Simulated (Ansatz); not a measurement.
`Cn1cccc1-c1cccn1C` with charge -1. The state is a doublet with charge -1. Geometry r2SCAN-D4/def2-SVP, that of the neutral singlet; atoms count from 1.

Cartesian coordinates in Å:
```
C 2.2707 1.0563 -0.6967
N 1.8279 -0.0329 0.1460
C 2.6488 -0.7397 0.9896
C 1.8902 -1.6892 1.6525
C 0.5586 -1.5567 1.1859
C 0.5342 -0.5240 0.2455
C -0.5617 0.0000 -0.5517
C -0.6240 0.3161 -1.9110
C -1.9391 0.7618 -2.1945
C -2.6503 0.7081 -1.0080
N -1.8161 0.2549 -0.0163
C -2.2104 0.0882 1.3655
H 3.1098 1.5716 -0.2083
H 2.6033 0.7016 -1.6868
H 1.4475 1.7684 -0.8443
H 3.7103 -0.5033 1.0520
H 2.2604 -2.4029 2.3870
H -0.2973 -2.1685 1.4672
H 0.1930 0.1950 -2.6207
H -2.3301 1.0814 -3.1593
H -3.6860 0.9610 -0.7844
H -2.9788 0.8340 1.6136
H -1.3401 0.2364 2.0190
H -2.6206 -0.9176 1.5579
```

The highest occupied level of the charge -1 doublet lies above zero (up to 3.03 eV). By energy differences it is unbound by 1.54 eV (vertical, against the charge 0 singlet, at PBE0-D4/def2-TZVP) and held by the finite basis.

Estimate the Mulliken populations from the PBE0/def2-TZVP orbitals of Ansatz.


```csv
atom,charge (e),spin (α − β)
C1,-0.33,-0.02
N2,0.04,0.09
C3,-0.28,0.23
C4,-0.14,-0.09
C5,-0.35,0.14
C6,0.08,0.12
C7,0.08,0.12
C8,-0.35,0.14
C9,-0.14,-0.09
C10,-0.28,0.23
N11,0.04,0.09
C12,-0.33,-0.02
H13,0.09,0.01
H14,0.07,0.04
H15,0.16,0.00
H16,0.07,-0.02
H17,0.05,0.00
H18,0.05,-0.01
H19,0.05,-0.01
H20,0.05,0.00
H21,0.07,-0.02
H22,0.09,0.01
H23,0.16,0.00
H24,0.07,0.04
```
Mulliken values depend strongly on the basis.

Where does the spin sit?

Summed by element: C 0.74, N 0.18, H 0.07, of 1 unpaired in all. Largest on single atoms: C10 0.23, C3 0.23, C5 0.14.

And the Mayer bond orders between heavy atoms (over 0.3)?

C1–N2 0.98 (1.45 Å); N2–C3 1.10 (1.37 Å); N2–C6 1.11 (1.39 Å); C3–C4 1.49 (1.38 Å); C4–C5 1.40 (1.42 Å); C5–C6 1.32 (1.40 Å); C6–C7 1.00 (1.45 Å); C7–C8 1.32 (1.40 Å); C7–N11 1.11 (1.39 Å); C8–C9 1.40 (1.42 Å); C9–C10 1.49 (1.38 Å); C10–N11 1.10 (1.37 Å); N11–C12 0.98 (1.45 Å).
